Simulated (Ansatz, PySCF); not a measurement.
C4H9InO, singlet, geometry from GFN2-xTB (such geometries of metal compounds can be far from the true shape) (all electrons, no relativity), with bond 5-2 at 2.4 times its length. Base run: CASSCF(6,4)/STO-3G (PySCF).

The PySCF input:
```python
from pyscf import gto, scf, mcscf
import numpy

mol = gto.Mole()
mol.atom = '''
    In    0.16381423    0.38693349    0.17072301
    C     1.32703260    1.42763533    1.77054094
    H     1.71523092    0.62166225    2.38698478
    H     0.67613135    2.07689428    2.35040180
    H     3.27722189    2.81647955    0.73489220
    C    -1.03350786    0.83388805   -1.68210089
    C    -1.92278518   -0.01922091   -2.15359977
    H    -0.85663902    1.78175678   -2.17667241
    H    -2.50541723    0.18157770   -3.04756307
    H    -2.11677360   -0.96914288   -1.67006157
    O     0.38400370   -1.54569128    0.62808061
    C    -0.00890205   -2.74681904    0.03145517
    H    -0.05445786   -2.67882507   -1.06295474
    H     0.72317340   -3.52047663    0.29154917
    H    -0.99081171   -3.06687777    0.40145026
'''
mol.basis = 'sto-3g'
mol.verbose = 4
mol.build()

mf = scf.RHF(mol)
mf.kernel()
mc = mcscf.CASSCF(mf, 4, 6)
mc.fix_spin_(ss=0.0)
mc.kernel()
occ = numpy.linalg.eigvalsh(mc.fcisolver.make_rdm1(mc.ci, mc.ncas, mc.nelecas))[::-1]
ss = mc.fcisolver.spin_square(mc.ci, mc.ncas, mc.nelecas)[0]
print('natural occupations', occ.round(4), ' <S^2>', round(ss, 4))
```

Programs used: Ansatz (an electronic-structure program), PySCF; a row that names a program was run with it.

Each row names what was changed in the base input (with any setting that the change needs).

```csv
change,ΔE vs base (kcal/mol),natural occupations,<S^2> of the state
base,0.000,2.00 2.00 1.31 0.69,0.00
state_average = 2 states,2.83,-,-
"active space = 6 electrons, 8 orbitals",-24.62,1.98 1.97 1.31 0.69 0.03 0.02 0.00 0.00,0.00
solver = newton,-0.051,2.00 2.00 1.31 0.69,0.00
orbitals = fixed (CASCI); correction = SC-NEVPT2,-172.8,2.00 2.00 1.35 0.65,0.00
fix_spin_ = off,0.000,2.00 2.00 1.31 0.69,0.00
orbitals = fixed (CASCI),19.84,2.00 2.00 1.35 0.65,0.00
code = ansatz,-0.038,-,-
conv_tol = 1e-5,0.000,2.00 2.00 1.31 0.69,0.00
"active space = 8 electrons, 6 orbitals",-26.46,2.00 2.00 1.89 1.31 0.69 0.11,0.00
"active space = 10 electrons, 8 orbitals",-39.09,2.00 2.00 1.97 1.89 1.31 0.69 0.11 0.03,0.00
```

Active orbitals are taken around the Fermi level unless the row says otherwise; CASSCF can end in different local minima, and two programs can end on different orbitals. State-averaged rows give the lowest state.
